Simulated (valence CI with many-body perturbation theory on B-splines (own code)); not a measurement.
# A CI+MBPT run for Re LIII

Computed by relativistic CI+MBPT: five valence electrons over a frozen Dirac-Fock core [Ar], radial functions for each j: 7 s, 7 p, 8 d, 6 f, 4 g, 1 h, with the one-electron correlation potential Σ1 (screened to all orders), the two-electron term Σ2, the three-electron term Σ3, Breit, model QED; selected single and double excitations, second order for the rest, scaled by the run's own slope (own B-spline code, finite nucleus).

Command, and the settings that its task file holds:

```sh
python run_cv.py task.json out
```

```
atom Re  Z=75  mass_number=187  rms_radius_fm=5.3698
core [Ar]
valence 3d5
avg = 1
basis = M
beyond = 1
breit = 1
cap = 32000
capref = 2200
cscale = 1
de = 0.0
dress = 0
eps = 2e-08
extrap = 1
h = 0.27
hh = 1
l2 = 3
lcore = 6
maxit = 60
n2 = 5
natural = 1
nlev = 190
nno = [4, 4, 5, 4, 3, 1]
nroot = 40
nsp = [3, 3, 3, 2, 1, 0]
pt2 = 1
qed = 1
rpa = 1
s1 = 1
s2 = 1
s3 = 1
screen = 1
tol = 2e-05
whole = 1
```

It took 47 s on 1 thread of Intel(R) Xeon(R) Processor @ 2.30GHz, on a shared host.

Log. The first blocks belong to the next ion, which gives the ionisation energy. Fields: 2J, parity (1 odd), roots, reference size, generating configurations, candidates as configurations/state functions, variational space P, stored matrix elements, Davidson steps; e2 is the range of second-order energies in hartree. The first line gives the box (bohr), its intervals, the orbitals and the steps of their self-consistent field. Window is the range of levels sought, series limit the energy at which the first omitted orbital would enter, core excitation an estimate of the first excitation out of the core, left out the lowest levels not solved, and shifts from estimates the range by which levels moved from their first estimate, all in cm⁻¹.

```
rmax 2.2 intervals 56 orbitals 59 references ['3d5', '3d4 4s', '3d4 4p'] scf 4 t 0.7
2J=0 par=0 roots 2 ref 17 generators 4 cand 2409/4463 P 1534/2841 nnz 1.6e+06 it 4
2J=0 par=0 roots 2 ref 17 generators 4 cand 888/1639 P 1944/3658 nnz 2.7e+06 it 3
   second order: generators 7 cand 3688/9379 e2 -0.00002 -0.00001
reference levels 1767, estimated 37, window 2518352 1/cm; series limit 30219922, core excitation 2553816
2J=5 par=0 roots 10 ref 152 generators 5 cand 3258/42441 P 451/6390 nnz 9e+06 it 6
2J=5 par=0 roots 10 ref 152 generators 5 cand 3020/38702 P 2005/27136 nnz 1.4e+08 it 8
   second order: generators 7 cand 5642/167205 e2 -0.00069 -0.00034
2J=7 par=0 roots 7 ref 137 generators 3 cand 3250/44978 P 358/6396 nnz 1e+07 it 5
2J=7 par=0 roots 7 ref 137 generators 3 cand 3059/41212 P 1545/24868 nnz 1.3e+08 it 7
   second order: generators 4 cand 4395/114540 e2 -0.00100 -0.00076
2J=11 par=0 roots 3 ref 67 generators 3 cand 2926/33688 P 487/6357 nnz 9.9e+06 it 4
2J=11 par=0 roots 3 ref 67 generators 3 cand 2653/29897 P 2071/25405 nnz 1.3e+08 it 5
   second order: generators 3 cand 1069/10849 e2 -0.00017 -0.00015
2J=3 par=0 roots 7 ref 127 generators 3 cand 3219/32802 P 492/6398 nnz 9.8e+06 it 5
2J=3 par=0 roots 7 ref 127 generators 3 cand 2949/29029 P 2297/25784 nnz 1.3e+08 it 7
   second order: generators 7 cand 6945/176568 e2 -0.00017 -0.00013
2J=9 par=0 roots 5 ref 107 generators 3 cand 3141/41447 P 396/6379 nnz 1e+07 it 4
2J=9 par=0 roots 5 ref 107 generators 3 cand 2923/37644 P 1668/25092 nnz 1.3e+08 it 5
   second order: generators 3 cand 1651/18931 e2 -0.00078 -0.00043
2J=1 par=0 roots 4 ref 74 generators 3 cand 2956/16974 P 885/6389 nnz 9.2e+06 it 5
2J=1 par=0 roots 4 ref 74 generators 3 cand 2417/13150 P 2820/17664 nnz 5.9e+07 it 7
   second order: generators 3 cand 482/1875 e2 -0.00001 -0.00001
2J=13 par=0 roots 1 ref 35 generators 1 cand 2252/23669 P 532/6382 nnz 1.2e+07 it 4
2J=13 par=0 roots 1 ref 35 generators 1 cand 1954/19816 P 1774/19633 nnz 9.3e+07 it 5
   second order: generators 1 cand 712/6565 e2 -0.00003 -0.00003
left out: unestimated 15217090, estimated none, shifts from estimates -444 to 434
operators 1.2
```

The Davidson iterations converged.

No measured spectrum was set against this ion. As an estimate, large intervals hold to a few tenths of a per cent, small ones and those within an open d or f shell to about a per cent. Excitations out of the core, of the other parity, are not computed and may begin above about 253 eV (a cautious bound); beyond it only levels of the ground parity were kept, without lifetimes. Only levels of the ground parity were solved; by the run's estimate the other parity begins above the list, which can be wrong where configurations are misplaced.

```yaml
Valence_energy: -960.3402 hartree
Ionisation_energy: "4877.6 eV (NIST: 4877 ± 4 eV (theoretical))"
Reference_configurations_for_the_orbitals: 3d5, 3d4 4s, 3d4 4p
Radial_orbitals: 59
Box_radius: 2.162 bohr
Largest_variational_space: 27136
Lowest_levels: (3d3/2^4 3d5/2) J=5/2 0.00, (3d3/2^3 3d5/2^2) J=5/2 [a] 62.90, (3d3/2^3 3d5/2^2) J=7/2 [a] 74.70, (3d3/2^3 3d5/2^2) J=11/2 75.94, (3d3/2^3 3d5/2^2) J=3/2 [a] 76.65, (3d3/2^3 3d5/2^2) J=9/2 81.69, (3d3/2^3 3d5/2^2) J=5/2 [b] 85.57, (3d3/2^3 3d5/2^2) J=1/2 89.41, (3d3/2^3 3d5/2^2) J=7/2 [b] 90.09, (3d3/2^3 3d5/2^2) J=3/2 [b] 107.65, (3d3/2^2 3d5/2^3) J=5/2 [a] 136.51, (3d3/2^2 3d5/2^3) J=7/2 [a] 145.39, (3d3/2^2 3d5/2^3) J=11/2 145.72, (3d3/2^2 3d5/2^3) J=9/2 [a] 147.81 eV
```

Levels are named by their leading jj configuration (3d3/2^4 stands for four electrons in 3d with j = 3/2), which in mixed levels can hold well under half, so a name can repeat and another be missing. Letters in brackets count levels of one name in rising energy.
